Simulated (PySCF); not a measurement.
# Assignment exercise: C$_{4}$H$_{8}$O$_{2}$Si$_{2}$

Atom-mapped SMILES (the numbers label the heavy atoms): `[CH:1]#[C:2][C@H:3]([SiH2:4][SiH3:5])[C:6](=[O:7])[OH:8]` (H(Xn): hydrogen on atom n). Ha(Si4) is pro-R; Hb(Si4) is pro-S.

- GFN2-xTB structure
- shielding tensors at PBE0/pcSseg-1 (GIAO)
- code: PySCF 2.14
- one averaged value for each set of equivalent atoms, no solvent, non-relativistic, a single conformation

Scale: TMS for ¹³C, ¹H (reference shieldings calculated alike).

(1) Assign these signals to the numbered atoms. ¹³C{¹H} NMR (computed): δ 181.9, 83.6, 80.0, 23.1.

(2) Assign these signals to the numbered atoms. ¹H NMR (600 MHz, computed): δ 6.21 (br s, 1H), 4.31 (m, 1H), 4.24 (m, 1H), 3.76 (m, 3H), 3.41 (m, 1H), 1.82 (d, 1H).

Results:

(1) 
181.9 → C6, carboxylic acid carbon: it is a carbonyl in resonance with an O or N lone pair, the region of acids, esters and amides
83.6 → C2, alkyne carbon: the triple bond shields along its axis, which puts it between sp3 and sp2 carbons
80.0 → C1, terminal alkyne carbon: sp carbons lie upfield of alkene carbons because the cylindrical π system leaves one tensor component strongly shielded
23.1 → C3, sp3 CH bonded to Si, α to a carbonyl: the adjacent C=O deshields it moderately

(2) 
| δ (ppm) | atoms | environment | reason |
| --- | --- | --- | --- |
| 6.21 | H(O8) | hydrogen on an acid hydroxyl oxygen | exchangeable; this is the value without hydrogen bonding to other molecules |
| 4.31 | Ha(Si4) | hydrogen on a silicon bonded to C, Si | – |
| 4.24 | Hb(Si4) | hydrogen on a silicon bonded to C, Si | – |
| 3.76 | H(Si5) | hydrogen on a silicon bonded to Si | – |
| 3.41 | H(C3) | hydrogen on an sp3 CH bonded to Si, α to a carbonyl | – |
| 1.82 | H(C1) | hydrogen on a terminal alkyne carbon | it lies on the axis of the triple bond, in its shielding cone |

Ha(Si4) and Hb(Si4) lie closer than the usual error of such a calculation, so a measured spectrum could show them in the other order.

Exchangeable OH/NH protons stand at their gas-phase positions; hydrogen bonding in a real sample shifts them, mostly to higher δ. Shifts are as computed. Against solution values, carbons near 30 ppm lie about +3 ppm off and those near 130 ppm about +5 ppm. Of 1211 compounds with measured shifts, 218 miss one by over three times the rms of a fit or turn the order of signals round; such compounds aren't used in these exercises. Hydrogen bonding in solution deshields acid and N–H amide carbonyl carbons by as much as 10 ppm beyond these values. Multiplicities follow the n + 1 count of equivalent neighbours, as no J values were calculated; m marks all less simple cases, F and P coupling included.
